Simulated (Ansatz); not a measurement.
Relaxation of HI (2 atoms, charge 0, multiplicity 1), to a largest force component of 0.02 eV/Å in at most 40 steps.

Theory: UKS PBE/def2-SVPD (Ansatz 0.2.0).

```xyz
2
Properties=species:S:1:pos:R:3:forces:R:3
I -0.668 0.240 -0.338 -1.10 0.40 -0.56
H 0.668 -0.240 0.338 1.10 -0.40 0.56
```

**Question.** Where does it end, and by what steps?

**Answer.** The forces met the threshold. After 2 steps the energy has fallen by 0.038 eV; I1 moved furthest, 0.03 Å.

| step | energy less start (eV) | largest force component (eV/Å) | accepted |
| --- | --- | --- | --- |
| 0 | 0.0000 | 1.103 | yes |
| 1 | -0.0350 | 0.254 | yes |
| 2 | -0.0375 | 0.012 | yes |

```xyz
2
Properties=species:S:1:pos:R:3
I -0.693 0.249 -0.351
H 0.693 -0.249 0.351
```

The run took 5.4 s on 1 thread of Arm Neoverse N1, on a shared host, peak memory 0.09 GiB.
